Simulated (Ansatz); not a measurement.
C$_{2}$H$_{5}$NZn at its PBE0-D4/def2-TZVP geometry, where that method's forces vanish. The species carries charge 0 and has multiplicity 1. The bonds changed during the relaxation, so this is another structure than the one it started from.

```
atom    x (Å)    y (Å)    z (Å)
  C1  -0.7083  -0.9230  -0.1532
  N2   0.1281   0.2447  -0.2211
  C3   0.6593   0.6722   0.8343
 Zn4   0.9172   1.9506  -2.5741
  H5  -0.3049  -1.6884  -0.8213
  H6  -0.7994  -1.3397   0.8596
  H7  -1.7034  -0.6698  -0.5280
  H8   0.5169   0.1966   1.8141
  H9   1.2946   1.5569   0.7897
```

Problem. For each bond, give half the difference of the two atoms' forces along it (eV/Å; positive pushes the atoms apart) under PBE-D4, r2SCAN-D4, B3LYP-D4, ωB97M-V in def2-TZVPP. (Estimate.)

Solution. Ansatz gave: 
| bond | length (Å) | PBE-D4 | r2SCAN-D4 | B3LYP-D4 | ωB97M-V |
| --- | --- | --- | --- | --- | --- |
| C1–N2 | 1.438 | -0.03 | 0.12 | 0.21 | 0.33 |
| C1–H5 | 1.093 | 0.10 | -0.04 | -0.09 | -0.12 |
| C1–H6 | 1.099 | 0.12 | -0.04 | -0.05 | -0.12 |
| C1–H7 | 1.093 | 0.10 | -0.04 | -0.09 | -0.12 |
| N2–C3 | 1.257 | 0.65 | 0.29 | 0.10 | 0.03 |
| C3–H8 | 1.098 | 0.00 | -0.05 | -0.05 | -0.09 |
| C3–H9 | 1.090 | -0.05 | -0.10 | -0.13 | -0.09 |

B3LYP here is the variant with VWN-RPA as its local correlation; programs differ in this.
